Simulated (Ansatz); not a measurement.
Abridged output of a molecular run in Ansatz:

```
Functional definition: HF
1991 factors; integrals over basis functions are off by at most 1.5e-3 eV
mean field evaluation 1: about -10345.8391 eV, gradient 6.1e1 eV
mean field evaluation 2: about -10346.0820 eV, gradient 6.1e1 eV
mean field evaluation 4: about -10354.4827 eV, gradient 5.1e0 eV
mean field evaluation 8: about -10354.5971 eV, gradient 3.8e-1 eV
mean field -10354.59772599 eV, -380.5244478317 hartree, gradient 1.2e-6 eV, S^2 0.000000; 0 other end points of the search recorded, 0 dependent functions left out
7 core orbitals not correlated: weight in the atoms' cores, before any rotation towards them, 1.000 or more for the frozen orbitals, at most 0.000 for the correlated occupied ones
reference -10354.59772599 eV, -380.5244478317 hartree; 28, 28 occupied and 159, 159 virtual orbitals, 1991 factors
second order -35.37856375 eV of doubles, -0.00000000 eV of singles
cycle   1  -36.35312941 eV  change   -9.7e-1 eV  update   1.5e-1
cycle   2  -37.25038140 eV  change   -9.0e-1 eV  update   4.6e-2
cycle   3  -37.53451264 eV  change   -2.8e-1 eV  update   2.9e-2
cycle   4  -37.53056912 eV  change    3.9e-3 eV  update   8.6e-3
cycle   5  -37.52497554 eV  change    5.6e-3 eV  update   3.9e-3
cycle   6  -37.52545946 eV  change   -4.8e-4 eV  update   1.4e-3
cycle   7  -37.52464651 eV  change    8.1e-4 eV  update   4.6e-4
cycle   8  -37.52455901 eV  change    8.8e-5 eV  update   1.8e-4
cycle   9  -37.52465808 eV  change   -9.9e-5 eV  update   6.5e-5
cycle  10  -37.52465770 eV  change    3.8e-7 eV  update   2.3e-5
perturbative correction -1.12218851 eV, -0.0412396670 hartree
Total energy: -10393.24457220 eV, -381.9446932340 hartree
```

Its atoms:

Cartesian coordinates in Å:
```
C 0.834 2.169 1.067
N -0.363 1.385 1.218
C -1.247 1.981 2.189
Y -0.881 -0.443 0.197
O -2.654 -1.346 0.607
N 0.462 -1.328 -1.242
C 1.751 -0.852 -1.668
C 0.120 -2.555 -1.920
H 0.621 3.197 0.729
H 1.511 1.723 0.330
H 1.398 2.260 2.011
H -0.781 2.063 3.186
H -1.557 3.000 1.903
H -2.160 1.386 2.308
H -3.479 -1.783 0.790
H 2.556 -1.576 -1.458
H 2.018 0.081 -1.159
H 1.786 -0.649 -2.752
H 0.848 -3.359 -1.723
H 0.078 -2.431 -3.015
H -0.862 -2.922 -1.599
```

(1) Which basis set was used?
A. def2-SVPD
B. def2-TZVPP
C. cc-pV(T+d)Z
D. def2-SVP

(2) Write the keys of the input that set method, charge and spin (a neutral closed shell needs none for the last two).

Results:

(1) D. It gives 194 functions.

(2) 
```yaml
correlation: {method: ccsd_t}
```
